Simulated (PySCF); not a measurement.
Hf(OH)3 (H₃HfO₃), SMILES [OH][Hf]([OH])[OH] (connectivity only; charge and spin as stated), neutral, multiplicity 2. Geometry optimised at PBE-D3(BJ)/def2-SVP. The spin state was assumed, not searched. The isomer is the one that the SMILES or the coordinates give; other isomers of the formula were not compared. The def2 effective core potentials stand for the cores of Hf; spin–orbit coupling is left out. Other conformers were not sampled.

Computed with PBE-D3(BJ)/def2-SVP (PySCF).

Harmonic wavenumbers (cm⁻¹): 81, 101, 146, 146, 261, 261, 375, 375, 379, 676, 676, 691, 3891, 3891, 3893. Rotational constants (GHz): 4.920, 4.920, 2.460; symmetry number 6.

### Question
Work out the zero-point energy and the ideal-gas rigid-rotor harmonic-oscillator thermochemistry at 298.15 K and 1 atm.

### Answer
ZPE = ½ Σ hcν = ½ × 15845 cm⁻¹ = 22.65 kcal/mol. H − E(el) = 28.23 kcal/mol. Entropy in cal/(mol K): translation 42.19, rotation 22.53, vibration 20.19, spin 1.38, total 86.29. G − E(el) = 2.50 kcal/mol. Cp = 26.32 cal/(mol K). Modes under 150 cm⁻¹ make the vibrational entropy uncertain.
